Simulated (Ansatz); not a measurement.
System: CCl2, net charge 1, doublet state. 
Structure (B3LYP-D3(BJ)/def2-TZVP (Ansatz, a program for electronic structure) minimum search):
```xyz
3

C      0.0186     0.0059     0.5093
Cl     0.8255    -1.2186    -0.1061
Cl    -0.8321     1.2165    -0.0737
```
Charge +1, spin multiplicity 2.

Basis-set convergence of Hartree-Fock and CCSD(T) correlation energies (hartree) with Ansatz. Cores are frozen in the correlated levels unless marked. UHF or UKS for open shells. No spin-orbit coupling. Non-relativistic.

| basis | functions | E(HF) | E(corr, CCSD(T)) |
|---|---|---|---|
| cc-pV(D+d)Z | 60 | -956.46294 | -0.42571 |
| cc-pV(T+d)Z | 108 | -956.50799 | -0.55183 |
| cc-pV(Q+d)Z | 183 | -956.51820 | -0.59391 |

Extrapolating the two largest sets (X = 3 and 4) as X^-3: E(corr) = (64·(-0.59391) - 27·(-0.55183))/37 = -0.6246 Eh, an estimate of the basis-set limit. The largest set recovers 95.1 % of it, the smallest 68.2 %.
